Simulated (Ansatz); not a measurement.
Total energies of the cluster Rb₂F₃⁻ (the lowest singlet isomer of a short search) from Ansatz at r2SCAN-D4/def2-TZVPD, gas phase (1 Eh = 27.2114 eV = 2625.5 kJ/mol). The reference geometry is relaxed at PBE0-D4/def2-SVPD.

```xyz
5

Rb   -2.0861   -1.0481   -1.3287
Rb    0.8443    0.4228    0.5472
F    -1.9605    0.4417    0.6592
F     0.3714   -1.2529   -1.6484
F     2.8310    1.4365    1.7706
```

```
            state                      geometry  energy (Eh)
charge -1 singlet                     reference   -347.98663
 charge 0 doublet                     reference   -347.84133
charge -1 triplet  relaxed at PBE0-D4/def2-SVPD   -347.85930
charge -1 quintet  relaxed at PBE0-D4/def2-SVPD   -347.67233
```

In the def2 sets Rb takes a core potential; there is no spin–orbit coupling.

Question: Work out the vertical ionisation energy to the doublet.

Answer: E(charge 0 doublet) − E(charge -1 singlet) = -347.84133 − (-347.98663) = 0.14530 Eh = 3.95 eV. For comparison, −ε of the highest occupied level is 0.56 eV at this level, 3.39 eV less.

Question: Which of the charge -1 states is lowest, and how far above it are the others?

Answer: The singlet. triplet: -347.85930 − (-347.98663) = 0.12733 Eh = 334.3 kJ/mol; quintet: -347.67233 − (-347.98663) = 0.31430 Eh = 825.2 kJ/mol. The quintet has fallen apart, so its energy is that of loose fragments and no spin gap. The quintet differs in its bonds from the reference.

At r2SCAN-D4/def2-TZVPD the gap within one spin of the charge 0 doublet nearly closes, so an electron or hole may be smeared out by delocalisation error. At r2SCAN-D4/def2-TZVPD the gap within one spin of the charge -1 triplet nearly closes, so an electron or hole may be smeared out by delocalisation error. At r2SCAN-D4/def2-TZVPD the gap within one spin of the charge -1 quintet nearly closes, so an electron or hole may be smeared out by delocalisation error. At r2SCAN-D4/def2-TZVPD the highest occupied level of the charge -1 triplet lies above zero (up to 0.83 eV). It is a level of α spin, whose loss leaves a doublet; that state wasn't run at this geometry and level. The electron is either unbound and held by the finite basis, or the level is raised by self-interaction error. At r2SCAN-D4/def2-TZVPD the highest occupied level of the charge -1 quintet lies above zero (up to 0.46 eV). It is a level of α spin, whose loss leaves a quartet; that state wasn't run at this geometry and level. The electron is either unbound and held by the finite basis, or the level is raised by self-interaction error. 

The structure comes from a short search, and lower isomers may exist.
